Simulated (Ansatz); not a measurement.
[SnH5]- (SnH5⁻). Charge -1, multiplicity 1. Geometry relaxed at PBE0-D4/def2-TZVPD.

```xyz
6

Sn    0.0000    0.0000    0.0000
H    -1.5662   -0.5106    0.8982
H     1.5665    0.5105   -0.8978
H    -0.0630   -1.4855   -0.9545
H     0.8722    0.0270    1.5363
H    -0.8095    1.4587   -0.5821
```

In the def2 sets Sn takes a core potential; there is no spin–orbit coupling.

Question: Estimate the harmonic wavenumbers at RKS PBE0-D4/def2-TZVPD (Ansatz, unscaled). Is this a minimum?

Answer: 423, 424, 736, 736, 753, 934, 935, 1180, 1314, 1670, 1670, 1709 cm⁻¹. Yes, no mode is imaginary beyond noise. Zero-point energy 74.7 kJ/mol. Hardware: 4 threads of Arm Neoverse V2 on a shared host. Wall time 15 s.
